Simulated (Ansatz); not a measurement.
C2H5FGeO can be A, `[F][GeH]1[CH2]C[O]1`, or B, `C=C[O][GeH2][F]`.

Isolated molecules relaxed with PBE0-D4/def2-TZVP in Ansatz; ΔE leaves out vibrations. CBS: MP2 limit from def2 TZ/QZ plus the TZ coupled-cluster correction, frozen cores. DFT in def2-TZVPP. B3LYP here is the variant with VWN-RPA as its local correlation; programs differ in this. For Ge outer-core shells are correlated without core-valence functions, which leaves a few kJ/mol of doubt a bond. Scalar relativity is left out up to krypton. Each species was taken in one conformer, which may not be the lowest.

Problem. Which is lower in electronic energy at CCSD(T)/CBS, and by how much? (An estimate is asked.)

Solution. Computed: A, by 22.0 kJ/mol.

Problem. Give E(B) − E(A) in kJ/mol with PBE0-D4, CCSD(T)/def2-TZVPP, HF/def2-TZVPP, MP2/def2-TZVPP, B3LYP-D4, ωB97M-V, CCSD/def2-TZVPP. (Best estimate.)

Solution. Computed: PBE0-D4 28.3, CCSD(T)/def2-TZVPP 19.5, HF/def2-TZVPP -7.0, MP2/def2-TZVPP 27.9, B3LYP-D4 5.2, ωB97M-V 20.1, CCSD/def2-TZVPP 18.8. The order is the other way round with HF/def2-TZVPP.

Largest T1 diagnostic: 0.013.

From PBE to PBE0 (25 % exact exchange), in def2-TZVPP and without D4, E(B) − E(A) moves by +5.0 kJ/mol. In def2-TZVPP, CCSD(T) changes the Hartree–Fock value by +26.5 kJ/mol (the triples alone add +0.7 kJ/mol) and MP2 by +34.9 kJ/mol.
